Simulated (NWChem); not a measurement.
# Total energies of AlP

```
Al
P 1 2.2074
```
Charge 0, spin multiplicity 3.

The numbers come from NWChem runs, not from measurements. The geometry was optimised at UPBE0/def2-SVP, a minimum by its harmonic frequencies.

Basis set: cc-pVDZ (36 functions).

```csv
method,total energy (Ha),relative cost
UHF,-582.60113,1
UMP2,-582.73050,under 3
UB2PLYP,-583.45066,under 3
UPBE,-583.40872,under 3
UB3LYP,-583.73748,under 3
UTPSS,-583.74082,under 3
```

Total energies of different functionals aren't comparable as a measure of quality: only differences taken within one method are. Costs are rough ratios of processor time within this set of runs, SCF included, with UHF as 1.

The correlated methods keep 10 core orbitals frozen. B3LYP has NWChem's definition, with VWN1-RPA local correlation. This spin state was chosen for the runs; another may lie lower. The structure started from a generated list of species. The unpaired electrons of the parent sit in orbitals of symmetry a1 and b2 (C2v labels of the run); other states weren't searched. The stability of the SCF solutions was not checked. Open-shell Hartree-Fock references start from PBE0 orbitals; any time given for them includes that run.
